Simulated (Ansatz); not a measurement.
# Molecular dynamics of CH10Si3

Input file:

```yaml
crystal:
  periodic: [false, false, false]
  atoms:
    - { symbol: Si, position_ang: [-0.003804, 0.039307, -0.053599] }
    - { symbol: Si, position_ang: [-0.100293, -0.172184, 2.297143] }
    - { symbol: H, position_ang: [-1.527842, -0.253346, 2.771118] }
    - { symbol: H, position_ang: [0.621328, -1.409985, 2.758989] }
    - { symbol: H, position_ang: [0.542216, 1.018318, 2.959976] }
    - { symbol: Si, position_ang: [2.240876, 0.088098, -0.787884] }
    - { symbol: H, position_ang: [2.96641, -1.169076, -0.386722] }
    - { symbol: H, position_ang: [2.312726, 0.217727, -2.287616] }
    - { symbol: H, position_ang: [2.970256, 1.260887, -0.18497] }
    - { symbol: C, position_ang: [-0.9453, 1.612044, -0.633835] }
    - { symbol: H, position_ang: [-1.992281, 1.56585, -0.319339] }
    - { symbol: H, position_ang: [-0.492636, 2.510802, -0.20483] }
    - { symbol: H, position_ang: [-0.914713, 1.694004, -1.724549] }
    - { symbol: H, position_ang: [-0.659043, -1.182546, -0.652979] }
basis:
  gaussian: { orbitals: "6-31G" }
hamiltonian:
  xc: pbe0
md:
  timestep: 0.25
  n_steps: 500
  ensemble: nve
  temperature: 500.0
  initial_velocities: maxwell_boltzmann
  seed: 113062
```

Command:

```bash
$ ansatz run input.yaml --threads 1 --pin off --max-ram 2048MiB --backend cpu --events-out ev --progress --plain --runs-dir out
```

It starts from a relaxed structure.

Output, in part (step lines, the closing report, with atoms numbered from 0):

```
md step     0: t =     0.00 fs  T =   500.0 K  F+E_penalty+E_count = -24817.57902202 eV  E_kin = 0.775560 eV  conserved = -24816.80346203 eV  (21 SCF iters)
md step     1: t =     0.25 fs  T =   498.2 K  F+E_penalty+E_count = -24817.57624409 eV  E_kin = 0.772790 eV  conserved = -24816.80345457 eV  (22 SCF iters)
md step     2: t =     0.50 fs  T =   493.0 K  F+E_penalty+E_count = -24817.56806118 eV  E_kin = 0.764629 eV  conserved = -24816.80343180 eV  (22 SCF iters)
md step     3: t =     0.75 fs  T =   484.4 K  F+E_penalty+E_count = -24817.55483455 eV  E_kin = 0.751439 eV  conserved = -24816.80339507 eV  (22 SCF iters)
md step     4: t =     1.00 fs  T =   473.1 K  F+E_penalty+E_count = -24817.53714793 eV  E_kin = 0.733802 eV  conserved = -24816.80334593 eV  (22 SCF iters)
md step     5: t =     1.25 fs  T =   459.3 K  F+E_penalty+E_count = -24817.51577965 eV  E_kin = 0.712493 eV  conserved = -24816.80328710 eV  (22 SCF iters)
md step     6: t =     1.50 fs  T =   443.8 K  F+E_penalty+E_count = -24817.49165986 eV  E_kin = 0.688438 eV  conserved = -24816.80322178 eV  (20 SCF iters)
md step     7: t =     1.75 fs  T =   427.2 K  F+E_penalty+E_count = -24817.46581830 eV  E_kin = 0.662664 eV  conserved = -24816.80315400 eV  (20 SCF iters)
[... lines left out ...]
md step   497: t =   124.25 fs  T =   330.1 K  F+E_penalty+E_count = -24817.31545739 eV  E_kin = 0.512098 eV  conserved = -24816.80335964 eV  (20 SCF iters)
md step   498: t =   124.50 fs  T =   321.4 K  F+E_penalty+E_count = -24817.30190479 eV  E_kin = 0.498569 eV  conserved = -24816.80333597 eV  (20 SCF iters)
md step   499: t =   124.75 fs  T =   310.5 K  F+E_penalty+E_count = -24817.28490884 eV  E_kin = 0.481608 eV  conserved = -24816.80330085 eV  (20 SCF iters)
md step   500: t =   125.00 fs  T =   297.7 K  F+E_penalty+E_count = -24817.26503379 eV  E_kin = 0.461778 eV  conserved = -24816.80325584 eV  (22 SCF iters)
Total energy: -24817.26506582 eV, -912.0176694224 hartree
Atom 0 at     0.034594     0.106996    -0.059342 Å, force    -0.110539    -0.319688     0.269540 eV/Å
Atom 1 at    -0.113253    -0.089188     2.300617 Å, force     0.146315     0.564696    -1.057506 eV/Å
Atom 2 at    -1.357016    -0.789806     2.666935 Å, force    -0.422290    -0.177053     0.305576 eV/Å
Atom 3 at     1.079820    -0.837490     2.722545 Å, force     0.427721    -0.289371     0.453580 eV/Å
Atom 4 at    -0.081050     1.327893     2.771397 Å, force    -0.029272     0.085395     0.429847 eV/Å
Atom 5 at     2.342024     0.017256    -0.745692 Å, force    -1.104189    -0.372561     0.533920 eV/Å
Atom 6 at     2.299347     0.250450    -2.186886 Å, force     0.227876     0.038789    -0.892098 eV/Å
Atom 7 at     3.192886     1.063559    -0.130074 Å, force     0.313274     0.084372     0.250168 eV/Å
Atom 8 at     2.748293    -1.423488    -0.454582 Å, force     0.130574     0.449678    -0.022932 eV/Å
Atom 9 at    -1.178680     1.476734    -0.695965 Å, force    -0.117510     0.458736    -0.305676 eV/Å
Atom 10 at    -1.889619     1.810976     0.080894 Å, force     0.468066    -0.092027    -0.001852 eV/Å
Atom 11 at    -0.616884     2.356186    -1.065912 Å, force    -0.281050    -0.273591     0.190935 eV/Å
Atom 12 at    -1.818385     1.114194    -1.516372 Å, force     0.382348    -0.095906     0.031475 eV/Å
Atom 13 at    -0.477038    -1.232142    -0.530883 Å, force    -0.031323    -0.061469    -0.184977 eV/Å
Dipole moment:    -0.051062     0.145161    -0.052247 e Å
```

The steps, from the saved trajectory:

| time (fs) | T (K) | potential energy less start (eV) | conserved less start (meV/atom) |
| --- | --- | --- | --- |
| 0 | 500 | 0.000 | 0.00 |
| 4 | 321 | 0.278 | 0.04 |
| 8 | 307 | 0.300 | 0.02 |
| 12 | 214 | 0.444 | 0.04 |
| 16 | 370 | 0.201 | 0.01 |
| 20 | 337 | 0.254 | 0.03 |
| 24 | 326 | 0.271 | 0.02 |
| 28 | 200 | 0.466 | 0.04 |
| 32 | 285 | 0.334 | 0.01 |
| 36 | 283 | 0.336 | 0.02 |
| 40 | 283 | 0.337 | 0.02 |
| 44 | 200 | 0.466 | 0.03 |
| 48 | 199 | 0.468 | 0.02 |
| 52 | 208 | 0.454 | 0.02 |
| 56 | 238 | 0.406 | 0.03 |
| 60 | 252 | 0.385 | 0.02 |
| 64 | 221 | 0.433 | 0.03 |
| 68 | 222 | 0.432 | 0.02 |
| 72 | 214 | 0.444 | 0.03 |
| 76 | 314 | 0.289 | 0.02 |
| 80 | 258 | 0.376 | 0.03 |
| 84 | 293 | 0.322 | 0.02 |
| 88 | 215 | 0.443 | 0.03 |
| 92 | 319 | 0.282 | 0.01 |
| 96 | 281 | 0.341 | 0.04 |
| 100 | 363 | 0.213 | 0.01 |
| 104 | 234 | 0.414 | 0.04 |
| 108 | 321 | 0.277 | 0.01 |
| 112 | 231 | 0.418 | 0.04 |
| 116 | 335 | 0.256 | 0.01 |
| 120 | 262 | 0.369 | 0.03 |
| 124 | 336 | 0.254 | 0.01 |

All steps were run. The conserved energy stayed within 0.045 meV per atom of its start (net change 0.015 meV per atom), so the integration is sound. Over the second half the temperature averaged 0.55 of the 500 K drawn at the start: a run that starts near a minimum puts about half its kinetic energy into the potential. A run of 0.12 ps of so small a system gives no equilibrium averages. Limits of this set-up: no polarisation functions.

The same pairs are bonded in the first frame and the last. Pairs count as bonded within 1.25 times the sum of covalent radii (0.12 Å more for H–H).

Last frame:

```xyz
14
Properties=species:S:1:pos:R:3
Si 0.035 0.107 -0.059
Si -0.113 -0.089 2.301
H -1.357 -0.790 2.667
H 1.080 -0.838 2.723
H -0.081 1.328 2.771
Si 2.342 0.017 -0.746
H 2.299 0.250 -2.187
H 3.193 1.064 -0.130
H 2.748 -1.423 -0.455
C -1.179 1.477 -0.696
H -1.890 1.811 0.081
H -0.617 2.356 -1.066
H -1.818 1.114 -1.516
H -0.477 -1.232 -0.531
```

The run took 38 min on 1 thread of Arm Neoverse V1, on a shared host, peak memory 0.16 GiB.
